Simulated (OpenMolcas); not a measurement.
# Lines of Cl³⁺: computed and rescaled rates

```yaml
Program: OpenMolcas 26.06
Method: "MS-CASPT2, IPEA 0.25 Eh, imaginary shift 0.1 Eh (closed shells correlated: 2s 2p)"
Basis: ANO-RCC-VTZP [5s4p2d1f]
Scalar_Hamiltonian: DKH2, point nucleus
Active_space: 4 electrons in 4 orbitals (3s 3p)
State_averaging: 2S+1 = 3 even, 6 roots; 2S+1 = 1 even, 12 roots kept (CI in the orbitals of an earlier block); 2S+1 = 5 odd, 1 root; 2S+1 = 3 odd, 9 roots kept (CI in the orbitals of an earlier block); 2S+1 = 1 odd, 8 roots kept (CI in the orbitals of an earlier block)
Spin-orbit_coupling: state interaction with AMFI integrals over the reference wave functions, term energies averaged over their components
```

Rates come from the transition moments of the reference wave functions (E1 and E2 in the length form). At fixed line strength A goes as λ^-3 for E1 and M1 and as λ^-5 for E2, so a rate at the computed wavelength can be rescaled to the measured one. Measured vacuum wavelengths follow from level energies in Moore, Atomic Energy Levels, vol. I, NSRDS-NBS 35 (1971 reprint of NBS Circular 467, 1949). Branching counts decays inside the model space alone, at computed energies, and the table is only a selection of the E2 and M1 lines, drawn from those between levels with measured partners whose computed energy lies within a factor of 1.5 of the measured one.

```tsv
Upper	Lower	Type	λ computed (nm)	λ measured (nm)	A computed (s-1)	A rescaled (s-1)	Branching %
3s2 3p2 3P1	3s2 3p2 3P0	M1	22130	20370	1.67e-03	2.14e-03	100.0
3s2 3p2 3P2	3s2 3p2 3P1	M1	12690	11760	6.62e-03	8.32e-03	100.0
3s2 3p2 1D2	3s2 3p2 3P2	M1	814.6	804.8	1.66e-01		71.1
3s2 3p2 1D2	3s2 3p2 3P1	M1	765.5	753.3	6.67e-02		28.6
3s2 3p2 1S0	3s2 3p2 1D2	E2	566	532.4	2.23e+00	3.03e+00	49.7
3s2 3p2 1S0	3s2 3p2 3P2	E2	334	320.4	2.52e-02		0.6
3s2 3p2 1S0	3s2 3p2 3P1	M1	325.4	311.9	2.23e+00		49.7
```

Spin-changing lines and M1 lines between different terms are not rescaled, since their strength hangs on the term gaps too.

The largest correction is for 3s2 3p2 1S0 → 3s2 3p2 1D2 (E2): 2.23e+00 × (566 / 532.4)^5 = 3.03e+00 s-1, a factor of 1.36.

The computed rate and branching of 3s2 3p2 3P1 → 3s2 3p2 3P0 give the upper level a radiative lifetime of 1.000 / 1.67e-03 s-1 = 5.99e+02 s, counting decays inside the model space alone. The rescaled rate gives about 4.7e+02 s.

No measured rate stands beside these. Rescaling mends the energy factor alone: line strengths can still be far off where a level mixes with configurations outside the active space, and weak or spin-changing lines hang on small mixing coefficients that depend on the term gaps too, so rescaling need not improve them.

Term energies are means over components that CASPT2 splits; among the terms shown or strongly mixed into the levels shown the widest spread is 34 cm-1 (3s2 3p2 1D). Over all roots computed the reference weight is 0.86 to 0.99; the roots of lowest weight are the least certain, and an intruder state may touch them. Terms from blocks run as CI alone lack orbitals of their own. Computed and measured levels are paired by configuration, term and J; levels that our copy of the source lacks, or whose pairing is in doubt (as where it misses far off the trend of its configuration), stay unpaired. Levels of configurations outside the active space are missing.
